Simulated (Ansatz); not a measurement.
Ansatz (a first-principles code) input:

Ansatz 0.2 input:
```yaml
crystal:
  periodic: [false, false, false]
  atoms:
    - {symbol: C, position_ang: [-2.56198286, 0.05753583, -0.38844115]}
    - {symbol: C, position_ang: [-1.28144615, -0.63322418, -0.12899469]}
    - {symbol: C, position_ang: [-0.02953146, 0.06903181, -0.01122084]}
    - {symbol: O, position_ang: [0.02950273, 1.29426185, -0.12324829]}
    - {symbol: C, position_ang: [1.21501168, -0.76549955, 0.25702860]}
    - {symbol: C, position_ang: [2.48839542, 0.05833401, 0.36601850]}
    - {symbol: H, position_ang: [-2.40906304, 1.13178973, -0.47155074]}
    - {symbol: H, position_ang: [-3.02605074, -0.31156164, -1.31029119]}
    - {symbol: H, position_ang: [-3.28341644, -0.14165414, 0.41234371]}
    - {symbol: H, position_ang: [-1.27738419, -1.71290903, -0.02189599]}
    - {symbol: H, position_ang: [1.04397723, -1.34173457, 1.17306031]}
    - {symbol: H, position_ang: [1.30013477, -1.51084446, -0.54148795]}
    - {symbol: H, position_ang: [3.34756726, -0.58590836, 0.55792392]}
    - {symbol: H, position_ang: [2.41377900, 0.78598512, 1.17412941]}
    - {symbol: H, position_ang: [2.67175459, 0.61567498, -0.55258775]}
basis:
  gaussian:
    orbitals: cc-pVDZ
magnetization: {spin_polarized: true, initial_magnetization: 1}
correlation: {method: ccsd_t, electrons: outside_noble_gas}
```

Question: Predict the final energy.

Answer: -270.38477 Eh (CCSD(T)/cc-pVDZ). The basis has 129 functions.

It need not be the lowest isomer of its formula.

The determinant is spin-contaminated: <S^2> is 0.88 against 0.75 for a pure state.
